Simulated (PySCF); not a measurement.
Compound: C₆H₁₄N (doublet state).
Structure used (GFN2-xTB), in Å, numbered top down from 1:
```xyz
21
C6H14N angstrom
C      1.9628    0.9700    0.5735
C      1.1916   -0.3362    0.7250
C     -0.1605   -0.3445   -0.0160
C      0.0567   -0.1672   -1.5247
C     -0.8234   -1.7225    0.2132
C     -1.0186    0.7413    0.5492
N     -2.1611    1.1706   -0.1356
H      2.3085    1.1076   -0.4476
H      2.8323    0.9729    1.2272
H      1.3244    1.8093    0.8405
H      0.9997   -0.5088    1.7864
H      1.8041   -1.1640    0.3610
H      0.3705    0.8473   -1.7596
H     -0.8576   -0.3889   -2.0719
H      0.8264   -0.8539   -1.8704
H     -1.8036   -1.7470   -0.2565
H     -0.9482   -1.9114    1.2766
H     -0.2103   -2.5153   -0.2107
H     -1.0976    0.8093    1.6229
H     -2.0324    1.2405   -1.1357
H     -2.5725    2.0080    0.2525
```

The hyperfine couplings belong to this conformer and change with its torsions.

Identity: `CCC(C)(C)[CH]N` [radical].

The calculation used UKS B3LYP, pcH-1 on C H N, non-relativistic, mean-field spin-orbit, GIAO (PySCF 2.14.0). The structure is a single GFN2-xTB conformer in the gas phase; no vibrational or solvent corrections. Couplings are sensitive to structure, and on GFN2-xTB geometries they can be far from those on DFT ones.

Question: What are Nα, Nβ and the exact ⟨S²⟩?

Answer: 57 electrons with 2S = 1: 29 α and 28 β; S(S+1) = 0.75.

Mulliken spin populations, one withheld:

```json
{"atom": "C1", "bound to": "C2, H8, H9, H10", "population": "+0.0089"}
{"atom": "C2", "bound to": "C1, C3, H11, H12", "population": "+0.0070"}
{"atom": "C3", "bound to": "C2, C4, C5, C6", "population": "?"}
{"atom": "C4", "bound to": "C3, H13, H14, H15", "population": "+0.0043"}
{"atom": "C5", "bound to": "C3, H16, H17, H18", "population": "+0.0368"}
{"atom": "C6", "bound to": "C3, N7, H19", "population": "+0.8510"}
{"atom": "N7", "bound to": "C6, H20, H21", "population": "+0.1574"}
{"atom": "H8", "bound to": "C1", "population": "+0.0006"}
{"atom": "H9", "bound to": "C1", "population": "+0.0007"}
{"atom": "H10", "bound to": "C1", "population": "+0.0060"}
{"atom": "H11", "bound to": "C2", "population": "-0.0011"}
{"atom": "H12", "bound to": "C2", "population": "-0.0006"}
{"atom": "H13", "bound to": "C4", "population": "-0.0002"}
{"atom": "H14", "bound to": "C4", "population": "-0.0003"}
{"atom": "H15", "bound to": "C4", "population": "-0.0012"}
{"atom": "H16", "bound to": "C5", "population": "-0.0045"}
{"atom": "H17", "bound to": "C5", "population": "+0.0002"}
{"atom": "H18", "bound to": "C5", "population": "+0.0109"}
{"atom": "H19", "bound to": "C6", "population": "-0.0313"}
{"atom": "H20", "bound to": "N7", "population": "-0.0014"}
{"atom": "H21", "bound to": "N7", "population": "-0.0007"}
```

Question: Fill in the missing population.

Answer: The populations add up to Nα − Nβ = 1, and the others sum to 1.0425, so C3 holds -0.042.

Question: How is the spin shared among the elements?

Answer: Carbon +0.87, nitrogen +0.16, hydrogen -0.02. The positive populations sum to 1.08, the negative ones to -0.08.

Question: With ⟨S²⟩ = 0.7534, find the sum of squared α–β overlaps and estimate the admixture of higher spin.

Answer: For a single determinant ⟨S²⟩ = S(S+1) + Nβ − Σ|⟨iα|jβ⟩|², so the squared overlaps of occupied orbitals sum to 28 − 0.0034 = 27.9966. If the quartet state (S + 1) were the only admixture, its weight would be 0.0034/(2S + 2) = 0.11 %. For Kohn–Sham this describes the determinant of the orbitals, not the true wave function.

Question: What Fermi-contact NMR shifts do the couplings of C1, C2, C3, C4/C5, N7, H8/H9/H10, H11/H12 imply at 250 K (Curie law, g = gₑ)?

Answer: δ = a_FC·h·gₑ μB S(S+1)/(3 g_N μN kT), with k/h = 20836.6 MHz/K:

| nuclei | isotope | a_FC (MHz) | g_N | contact shift (ppm) |
| --- | --- | --- | --- | --- |
| C1 | 13C | 10.32 | 1.4048 | +1296 |
| C2 | 13C | 13.74 | 1.4048 | +1726 |
| C3 | 13C | -18.54 | 1.4048 | -2328 |
| C4/C5 | 13C | 33.15 | 1.4048 | +4164 |
| N7 | 14N | 13.88 | 0.4038 | +6064 |
| H8/H9/H10 | 1H | 0.57 | 5.5857 | +18 |
| H11/H12 | 1H | -1.69 | 5.5857 | -54 |

All at the stated temperature. Entries for several nuclei are means.

Means are taken over nuclei equivalent by connectivity, which assumes that they swap fast. The 13C value of +33.2 MHz is a mean of couplings from 10.9 to 55.4 MHz in this one geometry, not an average over conformers.

Examples of negative spin density at the nucleus (bohr⁻³): C3 (-0.0165) and H19 (-0.0072).
